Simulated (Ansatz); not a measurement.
Gas-phase electronic energies from Ansatz, PBE0-D4/def2-TZVP geometries. CBS: MP2 limit from def2 TZ/QZ plus the TZ coupled-cluster correction, frozen cores. Functionals use def2-TZVPP. B3LYP here is the variant with VWN-RPA as its local correlation; programs differ in this. def2 core potentials past Kr. For I, Sn outer-core shells are correlated without core-valence functions, which leaves a few kJ/mol of doubt a bond. One conformer a species, not always the lowest.

Reaction (formal exchange of groups at the Sn–I bond): `[CH3][SnH2][I]` + `CCB(N)F` → `[CH3][SnH2][B](N)F` + `CCI`

| level | ΔE (kcal/mol) | difference from CCSD(T)/CBS |
| --- | --- | --- |
| PBE-D4 | 37.9 | -2.4 |
| r2SCAN-D4 | 41.2 | 0.9 |
| PBE0-D4 | 40.7 | 0.4 |
| B3LYP-D4 | 40.2 | -0.1 |
| ωB97X-V | 41.0 | 0.7 |
| ωB97M-V | 41.2 | 0.9 |
| B2PLYP | 40.4 | 0.1 |
| PBE | 38.0 | -2.3 |
| r2SCAN | 41.2 | 0.9 |
| PBE0 | 40.8 | 0.5 |
| B3LYP | 40.5 | 0.2 |
| HF/def2-TZVPP | 47.0 | 6.7 |
| MP2/def2-TZVPP | 39.7 | -0.6 |
| SCS-MP2/def2-TZVPP | 39.4 | -0.9 |
| CCSD/def2-TZVPP | 39.8 | -0.5 |
| CCSD(T)/def2-TZVPP | 38.5 | -1.8 |
| HF/def2-QZVPP | 47.2 | 6.9 |
| MP2/def2-QZVPP | 40.8 | 0.5 |
| SCS-MP2/def2-QZVPP | 40.5 | 0.2 |
| HF/CBS(def2) | 47.2 | 6.9 |
| MP2/CBS(def2) | 41.4 | 1.1 |
| CCSD/CBS(def2) | 41.5 | 1.2 |
| CCSD(T)/CBS | 40.3 | 0 |

Largest T1 diagnostic among the species: 0.013.

In def2-TZVPP, CCSD(T) changes the Hartree–Fock value by −8.4 kcal/mol (the triples alone add −1.2 kcal/mol) and MP2 by −7.3 kcal/mol. From PBE to PBE0 (25 % exact exchange), in def2-TZVPP and without D4, ΔE moves by +2.8 kcal/mol.

CCSD(T)/CBS has its own doubt, a few kJ/mol and more with outer-core shells, so smaller differences from it don't rank the levels.
